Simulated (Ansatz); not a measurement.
`SC1C[SiH2]1`, 10 atoms. The species carries charge 0 and has multiplicity 1. All runs use 2 threads of an AMD EPYC 9R45 on a shared host. Correlated methods freeze the cores.

Give the basis size and wall time and peak host memory of each of these runs in Ansatz. RKS B97M-V/def2-TZVPP energy; RKS HSE06 (plane-wave form)-D4/def2-TZVPP energy; RKS PBE0-D4/def2-SVP energy; RKS PBE0-D4/def2-QZVPP energy; RHF-CCSD(T)/def2-TZVPP energy; RKS PBE0-D4/def2-TZVP relaxation (8 steps); RKS ωB97M-V/def2-QZVPP energy; RHF-CCSD(T)/def2-SVP energy; RHF-MP2/def2-QZVPP energy; RKS PBE0-D4/def2-TZVPP energy; RKS ωB97M-V/def2-SVP energy; RKS PBE0-D4/def2-TZVP frequencies. (An estimate is asked.)

Computed: Other jobs shared the machine, so times are rough.

```
                                    level                   job  functions  wall time  peak host memory (GiB)
                     RKS PBE0-D4/def2-SVP                energy         94     0.55 s                     0.2
                   RKS PBE0-D4/def2-TZVPP                energy        230      1.6 s                    0.54
                     RHF-CCSD(T)/def2-SVP                energy         94      1.6 s                    0.34
RKS HSE06 (plane-wave form)-D4/def2-TZVPP                energy        230      1.8 s                    0.57
                     RKS ωB97M-V/def2-SVP                energy         94        2 s                     0.3
                    RKS B97M-V/def2-TZVPP                energy        230        4 s                    0.38
                   RKS PBE0-D4/def2-QZVPP                energy        434      4.7 s                     1.3
                   RKS ωB97M-V/def2-QZVPP                energy        434      9.5 s                     1.6
                       RHF-MP2/def2-QZVPP                energy        434       11 s                     2.4
                    RKS PBE0-D4/def2-TZVP  relaxation (8 steps)        172       15 s                    0.42
                   RHF-CCSD(T)/def2-TZVPP                energy        230       33 s                     3.7
                    RKS PBE0-D4/def2-TZVP           frequencies        172       76 s                    0.43
```
